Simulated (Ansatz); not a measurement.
## Interaction energy ladder

The pair of K⁺ (SMILES [K+], atom 1) and H$_{2}$O (SMILES O, atoms 2–4), both closed shells, in one local arrangement (a lower one may exist), relaxed at PBE0-D4/def2-TZVP:

K1  (0.013, -0.066, -2.263)
O2  (-0.002, 0.011, 0.362)
H3  (-0.762, -0.055, 0.949)
H4  (0.752, 0.110, 0.952)
(Å)

Computed with Ansatz 0.2.0 (basis: def2-TZVPPD, with def2-QZVPPD for the basis limit); correlated methods freeze the cores. The outer core shell of Li, Na, Mg and K is correlated. The def2 sets are not built for correlating such inner shells, so the correlated values are less sure here. B3LYP uses VWN-RPA correlation. Extrapolation: Hartree–Fock as exp(−7.88 √X), correlation as X^−2.97. Interaction energies count from these two fragments, frozen as in the pair, with the counterpoise correction; negative means bound.

What is the interaction energy by CCSD(T) at an estimated basis limit (MP2 extrapolated from triple and quadruple zeta, plus CCSD(T) − MP2 in triple zeta)? (To be estimated.)

By the calculation: -73.3 kJ/mol. Hartree–Fock alone gives -70.7 kJ/mol at the basis limit. It counts from the two fragments frozen as in the pair.

The same quantity by other methods in triple zeta, and each one's difference from that estimate:
| method | E_int (kJ/mol) | difference |
| --- | --- | --- |
| PBE-D4 | -71.7 | 1.6 |
| revPBE-D4 | -67.4 | 5.9 |
| BLYP-D4 | -70.6 | 2.7 |
| r2SCAN-D4 | -72.1 | 1.2 |
| B97M-V | -71.8 | 1.5 |
| PBE0-D4 | -73.3 | 0.0 |
| B3LYP-D4 | -73.4 | -0.1 |
| HSE06-D4 | -73.3 | 0.0 |
| wB97X-V | -73.0 | 0.3 |
| wB97M-V | -73.1 | 0.3 |
| B2PLYP | -71.0 | 2.3 |
| HF | -69.9 | 3.4 |
| MP2 | -69.8 | 3.5 |
| CCSD | -69.5 | 3.8 |
| CCSD(T) | -69.2 | 4.1 |
Differences are method less estimate.

Which atoms make the shortest contact between the fragments?

K1 and O2, 2.63 Å apart.

Basis-set superposition shift (counterpoise-corrected less uncorrected): CCSD(T) 3.4; MP2 3.1; HF 0.3; PBE0-D4 0.5; wB97M-V 0.5 kJ/mol.

No T1 diagnostic of these runs exceeds 0.011.

For scale, one of the runs: CCSD(T)/def2-TZVPPD, 110 basis functions, launched by `ansatz run in.yaml --threads 2 --pin off --events-out ev --progress --plain --max-ram 5222MiB`. Hardware: 2 CPU threads of an AMD EPYC 9R45, shared host. Wall time about 0.9 s.
